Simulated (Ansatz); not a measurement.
GeH₃O₂, SMILES `[O][GeH2][OH]` radical, relaxed with UKS PBE0-D4/def2-TZVP in the Gaussian-basis code of Ansatz from a PBE-D4/def2-SVP geometry. The force threshold is 0.005 eV/Å; the program also tests the step.

The species carries charge 0 and has multiplicity 2.

Start:

```xyz
6

O     1.418   -1.188   -0.210
Ge    0.310    0.145    0.240
O    -1.067    0.355   -0.887
H    -0.140   -0.347    1.656
H     1.012    1.523    0.237
H    -1.532   -0.490   -1.035
```

(1) How much energy does the relaxation release, and in how many steps? (Estimate.)

(2) Which bonds change most? (Estimate.)

(3) Give the relaxed structure. (Best estimate.)

Results:

(1) Ansatz gave: 2.95 kJ/mol, in 7 steps.

(2) Ansatz gave: Ge2–H4 from 1.565 to 1.539 Å; Ge2–O3 from 1.792 to 1.768 Å; Ge2–H5 from 1.546 to 1.528 Å; O3–H6 from 0.976 to 0.960 Å.

(3) Computed: 
```xyz
6

O     1.424   -1.152   -0.236
Ge    0.301    0.150    0.260
O    -1.037    0.328   -0.882
H    -0.176   -0.340    1.639
H     1.026    1.496    0.228
H    -1.537   -0.482   -1.009
```
